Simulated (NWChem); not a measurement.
# C$_{3}$H$_{4}$O; SMILES C1=COC1

```xyz
8

C     -0.5037    -0.9320     0.0000
C      0.7973    -0.5538     0.0000
O      0.6293     0.8217     0.0000
C     -0.8200     0.5458     0.0000
H     -1.0763    -1.8634     0.0000
H      1.8068    -0.9932     0.0000
H     -1.2921     0.9712    -0.9107
H     -1.2921     0.9712     0.9107
```
Atoms are numbered in this order, from 1.

Computed with NWChem. Pople sets run with spherical d functions. All runs use the structure optimised with PBE-D3(BJ)/def2-SVP. Level: PBE0/6-31G* with COSMO at NWChem's default radii, gas-phase geometry; the question gives the dielectric constant.

**Question.** What does the run give for dielectric constant 3.9? Quantities: electrostatic solvation energy (kcal/mol); dipole in solution (D).

**Answer.** 
```json
{
  "electrostatic solvation energy (kcal/mol)": "-2.9",
  "dipole in solution (D)": "1.58"
}
```
